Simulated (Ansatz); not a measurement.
Consider the redistribution: `N[SiH2][SiH2]F` + `[OH][Ti]([F])([Cl])[SeH]` → `N[SiH2][SiH2]Cl` + `[OH][Ti]([F])([F])[SeH]`.

Program: Ansatz. Geometries: PBE0-D4/def2-TZVP. ΔE: electronic, gas phase. CCSD(T)/CBS is the MP2 limit (def2-TZVPP, def2-QZVPP) plus CCSD(T) − MP2 in def2-TZVPP, frozen cores. DFT in def2-TZVPP. B3LYP here is the variant with VWN-RPA as its local correlation; programs differ in this. For Se, Ti outer-core shells are correlated without core-valence functions, which leaves a few kJ/mol of doubt a bond. Scalar relativity is left out up to krypton. One conformer a species, not always the lowest.

`N[SiH2][SiH2]F`:

Cartesian coordinates in Å:
```
N 0.130 0.062 1.774
Si -0.645 -0.532 0.355
Si 0.359 0.506 -1.493
F 1.955 0.296 -1.398
H 1.137 0.079 1.813
H -0.259 -0.136 2.682
H -0.606 -2.015 0.160
H -2.083 -0.150 0.411
H -0.098 -0.082 -2.782
H 0.110 1.971 -1.522
```

`[OH][Ti]([F])([Cl])[SeH]`:

Z-matrix (Å, degrees):
```
Ti
F 1 1.747
Cl 1 2.195 2 109.1
O 1 1.752 2 113.1 3 -124.8
Se 1 2.412 2 108.9 3 120.5
H 4 0.958 1 145.3 2 -8.3
H 5 1.473 1 89.4 2 -51.6
```

`N[SiH2][SiH2]Cl`:

Cartesian coordinates in Å:
```
N 0.186 -1.642 0.538
Si 0.161 0.026 0.950
Si -0.024 1.176 -1.081
Cl -1.496 0.202 -2.173
H -0.485 -1.990 -0.129
H 0.405 -2.339 1.232
H 1.435 0.368 1.640
H -0.951 0.474 1.843
H 1.218 1.136 -1.894
H -0.450 2.591 -0.926
```

`[OH][Ti]([F])([F])[SeH]`:

Cartesian coordinates in Å:
```
O -0.661 -1.502 -0.613
Ti 0.313 -0.227 0.108
F 0.938 -0.698 1.677
F 1.647 0.261 -0.915
Se -1.236 1.621 0.334
H -0.857 -1.910 -1.458
H -0.144 2.454 0.868
```

```tsv
level	ΔE (kJ/mol)
ωB97X-V	1.3
PBE	1.3
B3LYP	11.2
SCS-MP2/def2-QZVPP	19.4
```

Task: What does CCSD(T)/CBS give? (Best estimate.)

Result: Ansatz gave: +16.2 kJ/mol. The listed levels differ from it by -14.9, -14.9, -5.0, 3.2 kJ/mol.

Largest T1 diagnostic among the species: 0.023, so the coupled-cluster value is less sure than usual.
